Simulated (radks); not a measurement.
The numbers below are computed, except where a source is named.
The nuclear charge of the beryllium ion Be2+ is varied continuously with 2 electrons held in [He]. Level of theory: scalar-relativistic Kohn-Sham, PBE, spin-polarised, spherical densities, finite nucleus; Fermi nuclear charge, rms radius 2.519 fm (a radial shooting solver on a logarithmic mesh with Libxc functionals). By the Hellmann-Feynman theorem dE/dZ = E(electron-nucleus)/Z, the electronic potential at the nucleus (averaged over a nucleus of fixed radius). The scalar-relativistic energy here is not variational (the density holds large components alone), so the two differ by a part that grows with Z.

Z	E (hartree)	E(electron-nucleus)/Z (hartree)	HOMO	e(HOMO) (eV)	<r> HOMO (bohr)
3.5	-10.18980	-6.36465	1s	-92.946	0.4851
4	-13.62232	-7.36539	1s	-132.28	0.4174
4.5	-17.55532	-8.36651	1s	-178.43	0.3664
5	-21.98899	-9.36802	1s	-231.38	0.3264

The central difference of E at Z = 4 is -7.366 hartree, to compare with the third column; the second derivative is -2 hartree.
